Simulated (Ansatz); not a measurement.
Calculated with Ansatz (gas phase, PBE0-D4/def2-TZVP geometries, no zero-point term in ΔE). CBS: MP2 limit from def2 TZ/QZ plus the TZ coupled-cluster correction, frozen cores. This one scheme is used for every species. DFT in def2-TZVPP. B3LYP here is the variant with VWN-RPA as its local correlation; programs differ in this. One conformer a species, not always the lowest.

`C#C[SiH2]C=O` + CH₃NH₂ → `CN[SiH2]C=O` + `C#C`  (ligand exchange at the Si–C bond)

```tsv
level	ΔE (kcal/mol)	difference from CCSD(T)/CBS
PBE-D4	-2.4	1.7
r2SCAN-D4	-3.1	1.0
PBE0-D4	-3.2	0.9
B3LYP-D4	-4.2	-0.1
ωB97X-V	-4.5	-0.4
ωB97M-V	-4.7	-0.6
B2PLYP	-3.5	0.6
PBE	-1.7	2.4
r2SCAN	-2.9	1.2
PBE0	-2.5	1.6
B3LYP	-3.0	1.1
HF/def2-TZVPP	-4.4	-0.3
MP2/def2-TZVPP	-3.8	0.3
SCS-MP2/def2-TZVPP	-3.7	0.4
CCSD/def2-TZVPP	-4.1	0.0
CCSD(T)/def2-TZVPP	-3.8	0.3
HF/def2-QZVPP	-4.5	-0.4
MP2/def2-QZVPP	-4.0	0.1
SCS-MP2/def2-QZVPP	-3.9	0.2
HF/CBS(def2)	-4.5	-0.4
MP2/CBS(def2)	-4.1	0.0
CCSD/CBS(def2)	-4.4	-0.3
CCSD(T)/CBS	-4.1	0
```

Largest T1 diagnostic among the species: 0.015.

The D4 term adds −1.1 kcal/mol with B3LYP and −0.6 kcal/mol with PBE0; it sums over pairs of atoms, weighted by their polarisabilities, and B3LYP, whose exchange is more repulsive, gets the larger term. From PBE to PBE0 (25 % exact exchange), in def2-TZVPP and without D4, ΔE moves by −0.9 kcal/mol.
